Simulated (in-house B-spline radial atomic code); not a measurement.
Checks on a self-consistent run for Pm VII (Pm6+), [Ar] 3d10 4s1 4p6 4d10 4f3 5s2 5p5. Computed with a radial B-spline atomic code at the basis-set limit: Dirac-Hartree-Fock, average of configuration, Fermi nucleus of rms radius 4.962 fm.

| orbital | q | ε (Eh) | <1/r> | <r²> | small-component weight |
| --- | --- | --- | --- | --- | --- |
| 1s1/2 | 2 | -1674.04513 | 67.4194 | 0.000731497 | 0.051312 |
| 2s1/2 | 2 | -279.51119 | 16.0085 | 0.0114824 | 0.011265 |
| 2p1/2 | 2 | -264.24040 | 15.9496 | 0.00840976 | 0.011267 |
| 2p3/2 | 4 | -243.58941 | 14.2877 | 0.00965008 | 0.010526 |
| 3s1/2 | 2 | -65.67892 | 5.82237 | 0.0769965 | 0.003528 |
| 3p1/2 | 2 | -59.14165 | 5.73281 | 0.0721322 | 0.0034658 |
| 3p3/2 | 4 | -54.89629 | 5.31935 | 0.0792136 | 0.0032662 |
| 3d3/2 | 4 | -43.63165 | 5.1765 | 0.064045 | 0.0031264 |
| 3d5/2 | 6 | -42.72430 | 5.07213 | 0.0660412 | 0.0030674 |
| 4s1/2 | 1 | -16.75799 | 2.41838 | 0.393389 | 0.0010977 |
| 4p1/2 | 2 | -13.98416 | 2.31945 | 0.412068 | 0.0010315 |
| 4p3/2 | 4 | -13.02625 | 2.18855 | 0.447964 | 0.00096937 |
| 4d3/2 | 4 | -8.75473 | 1.98346 | 0.511218 | 0.00082311 |
| 4d5/2 | 6 | -8.57826 | 1.94986 | 0.525124 | 0.00080493 |
| 4f5/2 | 1.2857 | -3.82787 | 1.56805 | 0.741851 | 0.00054193 |
| 4f7/2 | 1.7143 | -3.80554 | 1.55758 | 0.750932 | 0.0005364 |
| 5s1/2 | 2 | -4.70575 | 1.013 | 1.95987 | 0.00028527 |
| 5p1/2 | 1.6667 | -3.85279 | 0.927156 | 2.27252 | 0.00024378 |
| 5p3/2 | 3.3333 | -3.67162 | 0.8847 | 2.45129 | 0.00022863 |

Electron-electron repulsion V_ee = 3468.5705 hartree.

Question: What total energy follows from the eigenvalues?

Answer: The eigenvalues count the repulsion twice, so E = Σqε - V_ee = -6532.887 - 3468.570 = -10001.457 hartree; the run printed -10001.457.

Question: Does the Dirac virial theorem hold?

Answer: For a point nucleus E = -2c²Σq·w, with w the small-component weight. Here Σq·w = 0.26627 and c = 137.0360, so the ratio E/(-2c²Σq·w) is 1.000105; the finite nucleus accounts for the departure from 1.

Question: What diamagnetic shielding (Lamb formula) and susceptibility (Langevin formula) do the radii give?

Answer: σ = (α²/3)Σq<1/r> = 398.083/(3·137.036²) = 7066.2 ppm, and χ = -0.79199×10⁻⁶·Σq<r²> = -21.92×10⁻⁶ cm³/mol with Σq<r²> = 27.672 bohr². Both are non-relativistic formulas without the paramagnetism of open shells; for so heavy an element the full relativistic shielding is larger by tens of per cent.
